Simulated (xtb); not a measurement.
Cl4Ge, charge +1, doublet, from a rough starting geometry (a state made from the parent by changing its charge; the spin is typed, not shown lowest); GFN2-xTB in xtb.

The xtb input:
```
$ xtb mol.xyz --gfn 2 --chrg 1 --uhf 1 --opt vtight --json

# file mol.xyz
5

Cl    -0.94286294    -1.50304848    -1.19304458
Ge     0.05628909     0.07767388     0.00721307
Cl     2.06783681    -0.43313370     0.11038150
Cl    -0.30530192     1.83935102    -0.96180112
Cl    -0.87599948     0.01039052     1.92456806
```

Question: What does xtb print? Leave out banner, timings and long lists.

Answer: 
```
   ID    Z sym.   atoms
    1   17 Cl     1, 3-5
    2   32 Ge     2

           -------------------------------------------------
          |                Calculation Setup                |
           -------------------------------------------------

           -------------------------------------------------
          |                 G F N 2 - x T B                 |
           -------------------------------------------------

          ...................................................
          :                      SETUP                      :
          :.................................................:
          :  # basis functions                  50          :
          :  # atomic orbitals                  45          :
          :  # shells                           15          :
          :  # electrons                        31          :
          :  max. iterations                   250          :
          :  Hamiltonian                  GFN2-xTB          :
          :  restarted?                      false          :
          :  GBSA solvation                  false          :
          :  PC potential                    false          :
          :  electronic temp.          300.0000000     K    :
          :  accuracy                    1.0000000          :
          :  -> integral cutoff          0.2500000E+02      :
          :  -> integral neglect         0.1000000E-07      :
          :  -> SCF convergence          0.1000000E-05 Eh   :
          :  -> wf. convergence          0.1000000E-03 e    :
          :  Broyden damping             0.4000000          :
          :  net charge                          1          :
          :  unpaired electrons                  1          :
          ...................................................

 iter      E             dE          RMSdq      gap      omega  full diag
   1    -17.7033758 -0.177034E+02  0.134E+01    4.42       0.0  T
   2    -16.8972424  0.806133E+00  0.156E+01    9.97       1.0  T
   3    -19.7106536 -0.281341E+01  0.495E+00    5.55       1.0  T
   4    -19.7225423 -0.118887E-01  0.507E+00    5.36       1.0  T
   5    -19.7502191 -0.276769E-01  0.361E+00    5.26       1.0  T
   6    -19.7127120  0.375072E-01  0.469E+00    5.18       1.0  T
   7    -19.7718368 -0.591248E-01  0.211E+00    5.33       1.0  T
   8    -19.7692469  0.258987E-02  0.242E+00    5.28       1.0  T
   9    -19.7649062  0.434066E-02  0.246E+00    5.25       1.0  T
  10    -19.7762262 -0.113199E-01  0.153E+00    5.34       1.0  T
  11    -19.7812416 -0.501541E-02  0.824E-01    5.35       1.0  T
  12    -19.7824549 -0.121332E-02  0.531E-01    5.37       1.0  T
  13    -19.7827954 -0.340510E-03  0.196E-01    5.37       1.0  T
  14    -19.7828332 -0.378205E-04  0.141E-01    5.38       1.0  T
  15    -19.7828488 -0.155382E-04  0.116E-01    5.38       1.0  T
  16    -19.7828685 -0.197444E-04  0.609E-02    5.38       1.0  T
  17    -19.7828720 -0.350617E-05  0.168E-02    5.38       2.7  T
  18    -19.7828723 -0.263879E-06  0.119E-02    5.38       3.8  T
  19    -19.7828722  0.110331E-06  0.152E-02    5.38       2.9  T
  20    -19.7828725 -0.293604E-06  0.105E-02    5.38       4.3  T
  21    -19.7828724  0.446741E-07  0.748E-03    5.38       6.0  T
  22    -19.7828725 -0.108298E-06  0.480E-03    5.38       9.3  T
  23    -19.7828726 -0.424574E-07  0.203E-03    5.38      22.0  T
  24    -19.7828726 -0.493194E-08  0.501E-04    5.38      89.3  T
  25    -19.7828726 -0.235755E-09  0.262E-04    5.38     170.7  T

   *** convergence criteria satisfied after 25 iterations ***

         :::::::::::::::::::::::::::::::::::::::::::::::::::::
         ::                     SUMMARY                     ::
         :::::::::::::::::::::::::::::::::::::::::::::::::::::
         :: total energy             -19.770522345368 Eh    ::
         :: gradient norm              0.032744166393 Eh/a0 ::
         :: HOMO-LUMO gap              5.377991095039 eV    ::
         ::.................................................::
         :: SCC energy               -19.782868469689 Eh    ::
         :: -> isotropic ES            0.083939975667 Eh    ::
         :: -> anisotropic ES         -0.005898676668 Eh    ::
         :: -> anisotropic XC         -0.003921363807 Eh    ::
         :: -> dispersion             -0.006461996658 Eh    ::
         :: repulsion energy           0.012346124321 Eh    ::
         :: add. restraining           0.000000000000 Eh    ::
         :: total charge               1.000000000000 e     ::
         :::::::::::::::::::::::::::::::::::::::::::::::::::::

      -----------------------------------------------------------
     |                   =====================                   |
     |                        A N C O P T                        |
     |                   =====================                   |
     |               Approximate Normal Coordinate               |
     |                Rational Function Optimizer                |
      -----------------------------------------------------------
      -----------------------------------------------------------
     |                   =====================                   |
     |                        A N C O P T                        |
     |                   =====================                   |
     |               Approximate Normal Coordinate               |
     |                Rational Function Optimizer                |
      -----------------------------------------------------------

          ...................................................
          :                      SETUP                      :
          :.................................................:
          :   optimization level         verytight          :
          :   max. optcycles                   200          :
          :   ANC micro-cycles                  20          :
          :   degrees of freedom                 9          :
[...]
 * total energy  :   -19.7705223 Eh     change        0.1607461E-09 Eh
 * total energy  :   -19.7732858 Eh     change       -0.2763407E-02 Eh
 * total energy  :   -19.7737578 Eh     change       -0.4720068E-03 Eh
 * total energy  :   -19.7737718 Eh     change       -0.1409070E-04 Eh
 * total energy  :   -19.7737758 Eh     change       -0.3984579E-05 Eh
 * total energy  :   -19.7737763 Eh     change       -0.4504760E-06 Eh
 * total energy  :   -19.7737763 Eh     change       -0.6328293E-07 Eh
   *** GEOMETRY OPTIMIZATION CONVERGED AFTER 7 ITERATIONS ***
[...]

   *** convergence criteria satisfied after 3 iterations ***

         :::::::::::::::::::::::::::::::::::::::::::::::::::::
         ::                     SUMMARY                     ::
         :::::::::::::::::::::::::::::::::::::::::::::::::::::
         :: total energy             -19.773776347883 Eh    ::
         :: gradient norm              0.000074492443 Eh/a0 ::
         :: HOMO-LUMO gap              4.918291907445 eV    ::
         ::.................................................::
         :: SCC energy               -19.782183716426 Eh    ::
         :: -> isotropic ES            0.082498830455 Eh    ::
         :: -> anisotropic ES         -0.006503617502 Eh    ::
         :: -> anisotropic XC         -0.004970769894 Eh    ::
         :: -> dispersion             -0.006405350800 Eh    ::
         :: repulsion energy           0.008407368543 Eh    ::
         :: add. restraining           0.000000000000 Eh    ::
         :: total charge               1.000000000000 e     ::
         :::::::::::::::::::::::::::::::::::::::::::::::::::::

           -------------------------------------------------
          |                Property Printout                |
           -------------------------------------------------

    * Orbital Energies and Occupations

         #    Occupation            Energy/Eh            Energy/eV
      -------------------------------------------------------------
         1        2.0000           -1.2481295             -33.9633
       ...           ...                  ...                  ...
         4        2.0000           -1.2448062             -33.8729
         5        2.0000           -0.8605464             -23.4167
         6        2.0000           -0.6955247             -18.9262
         7        2.0000           -0.6955137             -18.9259
         8        2.0000           -0.6955095             -18.9258
         9        2.0000           -0.6620956             -18.0165
        10        2.0000           -0.6620937             -18.0165
        11        1.9930           -0.6485760             -17.6486
        12        1.9929           -0.6485638             -17.6483
        13        1.9928           -0.6485557             -17.6481
        14        1.6739           -0.6445595             -17.5394
        15        1.6738           -0.6445588             -17.5393
        16        1.6736           -0.6445578             -17.5393 (HOMO)
        17                         -0.4638139             -12.6210 (LUMO)
        18                         -0.3132996              -8.5253
        19                         -0.3132462              -8.5239
        20                         -0.3131415              -8.5210
        21                         -0.2005422              -5.4570
        22                         -0.2005421              -5.4570
        23                         -0.1996249              -5.4321
        24                         -0.1996222              -5.4320
        25                         -0.1996206              -5.4320
        26                         -0.1989563              -5.4139
        27                         -0.1989533              -5.4138
       ...                                ...                  ...
        45                          0.8393915              22.8410
      -------------------------------------------------------------
                  HL-Gap            0.1807439 Eh            4.9183 eV
             Fermi-level           -0.5990278 Eh          -16.3004 eV

     #   Z          covCN         q      C6AA      α(0)
     1  17 Cl       0.815     0.174    94.041    14.835
     2  32 Ge       3.257     0.305   187.620    25.679
     3  17 Cl       0.815     0.174    94.042    14.835
     4  17 Cl       0.815     0.174    94.042    14.835
     5  17 Cl       0.815     0.174    94.041    14.835

 Mol. C6AA /au·bohr⁶  :       2736.042015
 Mol. C8AA /au·bohr⁸  :     144763.544280
 Mol. α(0) /au        :         85.019193

Wiberg/Mayer (AO) data.
largest (>0.10) Wiberg bond orders for each atom

 ---------------------------------------------------------------------------
     #   Z sym  total        # sym  WBO       # sym  WBO       # sym  WBO
 ---------------------------------------------------------------------------
     1  17 Cl   1.464 --     2 Ge   1.105     4 Cl   0.120     3 Cl   0.120
                             5 Cl   0.119
     2  32 Ge   4.420 --     5 Cl   1.105     1 Cl   1.105     4 Cl   1.105
                             3 Cl   1.105
     3  17 Cl   1.463 --     2 Ge   1.105     1 Cl   0.120     4 Cl   0.119
                             5 Cl   0.119
     4  17 Cl   1.463 --     2 Ge   1.105     1 Cl   0.120     3 Cl   0.119
                             5 Cl   0.119
     5  17 Cl   1.464 --     2 Ge   1.105     1 Cl   0.119     4 Cl   0.119
                             3 Cl   0.119
 ---------------------------------------------------------------------------

Topologies differ in total number of bonds
Writing topology from bond orders to xtbtopo.mol

molecular dipole:
                 x           y           z       tot (Debye)
 q only:       -0.000      -0.003      -0.043
   full:       -0.000      -0.003      -0.043       0.110
molecular quadrupole (traceless):
                xx          xy          yy          xz          yz          zz
 q only:       -0.002       0.001       0.002       0.002       0.001       0.000
  q+dip:       -0.004       0.003       0.006       0.005       0.002      -0.002
   full:       -0.003       0.002       0.005       0.003       0.002      -0.001

optimized geometry written to: xtbopt.xyz

           -------------------------------------------------
          | TOTAL ENERGY              -19.773776347883 Eh   |
          | GRADIENT NORM               0.000074492443 Eh/α |
          | HOMO-LUMO GAP               4.918291907445 eV   |
           -------------------------------------------------

normal termination of xtb
```
